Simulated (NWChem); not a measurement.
PbF2, singlet; SMILES [F][Pb][F]

Program: NWChem. Low-valent species are run as closed-shell singlets; no triplet was tried in these runs. Geometry: optimised at PBE0/def2-SVP. def2 effective core potentials on Pb; no spin-orbit coupling. Static field.

```tsv
level	isotropic polarisability (bohr³)	anisotropy (bohr³)
PBE/def2-SVPD	39.4	12.8
B3LYP/def2-SVPD	37.4	11.2
CAM-B3LYP/def2-SVPD	36.7	10.4
```
